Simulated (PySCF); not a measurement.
# What a mistake does to a calculation on BH5NOSi

Calculated results; nothing here was measured. The program is PySCF 2.14.0, an open-source quantum chemistry code, run on an isolated molecule that a program drew, which may never have been made. The molecule is BH5NOSi (charge 0, doublet), drawn as the SMILES string `NB(O)[SiH2]`.

Each row is a Hartree-Fock (HF) and frozen-core CCSD(T) single point in the cc-pV(D+d)Z basis, meant for a local HF minimum. Run 1 is clean. Each other run has one planted mistake out of seven kinds, and not every kind appears here: one electron removed, one electron added, multiplicity raised by two, geometry at a saddle point, minimal basis STO-3G, one bond length entered in bohr, all coordinates scaled. The reference is restricted for singlets and unrestricted otherwise, and also for a bond in bohr. Adding or removing an electron swaps singlet and doublet. Electrons count all cores. HOMO and LUMO are orbital energies over both spins, the gradient is its largest component, and the lowest frequency (negative if imaginary) is given only where the gradient is small. Bond lengths are over the 8 bonds as drawn. T1 is the CCSD diagnostic: over 0.02 (restricted) or 0.045 (unrestricted) a single reference is doubtful.

Geometry of the clean run:
```xyz
9
BH5NOSi, angstrom
N    -1.1756    1.5739   -0.5774
B    -1.5185    0.2852   -0.1311
O    -2.8181   -0.1072    0.0415
Si   -0.0786   -1.0701    0.3645
H    -0.2313    1.8609   -0.7221
H    -1.8441    2.2856   -0.7955
H    -3.4610    0.5538   -0.1704
H     1.2687   -0.7802   -0.1965
H    -0.4196   -2.4913    0.1132
```

```
run  electrons  basis functions  <S^2>  HOMO (eV)  LUMO (eV)  gradient (hartree/bohr)  lowest frequency (cm^-1)  mean bond (Å)  longest bond (Å)      T1  HF (hartree)  CCSD(T) (hartree)                          mistake
  1         39               90  0.759      -8.20       1.68                  1.1e-05                       138         1.3410             2.039  0.0146    -445.90756         -446.48774                         no fault
  2         39               90  0.768      -7.59       1.68                  2.3e-05                      -521         1.3358             2.025  0.0143    -445.90463         -446.48763       geometry at a saddle point
  3         39               90  0.759      -7.96       1.92                  9.7e-02                         -         1.2458             1.894  0.0129    -445.85336         -446.42242           all coordinates scaled
  4         39               90  1.591      -7.82       1.44                  9.5e-03                         -         1.5060             2.802  0.0410    -445.80339         -446.37140  one bond length entered in bohr
  5         39               90  3.762      -3.68      -1.39                  3.2e-02                         -         1.3410             2.039  0.0336    -445.65626         -446.22303       multiplicity raised by two
  6         39               29  0.756      -5.54       6.88                  4.2e-02                         -         1.3410             2.039  0.0152    -440.49450         -440.69552                                ?
```

**Which mistake was planted in run 6, and what did it cost?**

It has 29 basis functions where the clean run has 90, with the same electrons and geometry. So the mistake is: minimal basis STO-3G. Subtracting run 1 and multiplying by 627.51 kcal/mol a hartree, the energy moved by 3396.7 kcal/mol in HF and 3634.7 kcal/mol in CCSD(T).

